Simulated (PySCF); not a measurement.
# ReO2, doublet: structure and spectrum

Computed with UPBE0/[Re def2-TZVP with ECP60, O def2-TZVP], scalar-relativistic core potentials, density fitting, no spin–orbit coupling, PySCF.

The structure is a minimum.

Z-matrix (Å, degrees; charge 0 multiplicity 2):
```
Re
O  1 1.8560
O  1 1.8560 2 44.00
```

* Point group: C2v
* Bond lengths: O–O 1.391 Å, Re–O 1.856 Å (×2)
* Bond angles: O–O–Re 68.0° (×2), O–Re–O 44.0°
* Highest occupied level (β): -6.17 eV
* Lowest empty level (α): -3.48 eV
* Spin squared ⟨S²⟩: 0.811
* Zero-point energy: 13.0 kJ/mol
* Rotational symmetry number: 2
* Dipole moment: 3.18 D
* Entropy at 298.15 K and 1 bar (electronic part: spin only): 278.4 J/(mol K)
* Enthalpy at 298.15 K above 0 K: 11.03 kJ/mol
* Principal quadrupole moments (Buckingham, traceless) about the centre of mass: -2.28, -0.22, 2.50 D Å
* Rotational constants: 1.09, 0.2084, 0.1749 cm⁻¹
* Heat capacity Cp at 298.15 K: 44.0 J/(mol K)
* Principal polarisabilities: 54.9, 56.9, 64.0 bohr³
* Atomisation energy without zero-point energy: 556 kJ/mol

Harmonic modes (masses in u: Re 186.956, O 15.995):
| symmetry | ω (cm⁻¹) | IR (km/mol) |
| --- | --- | --- |
| b2 | 433 | 12.1 |
| a1 | 686 | 21.1 |
| a1 | 1063 | 74.1 |

In C2v the vibrations span b2 + 2a1. Here b1 is antisymmetric to the molecular plane and b2 lies in it.

Charges (e):
```
atom  Mulliken  Löwdin  polar tensor  spin (Mulliken)  Mayer order to Re1
 Re1      0.41    0.23          0.69             1.02                   –
O2,3     -0.20   -0.11         -0.34            -0.01                1.24
```
Other Mayer orders above 0.3: O–O 0.92.

Mulliken populations on Re1 (electrons outside its core potential): s 3.23, p 6.16, d 5.15, f 0.05.

Only a few start shapes were tried, so a lower isomer may exist. With open d or f shells other occupations or spin states may lie lower. At this level a quartet minimum of C2v symmetry lies 562 kJ/mol below this structure. Spin–orbit coupling, left out here, can matter for elements this heavy.

The final relaxation and frequency run took about 80 core-seconds on a shared host.
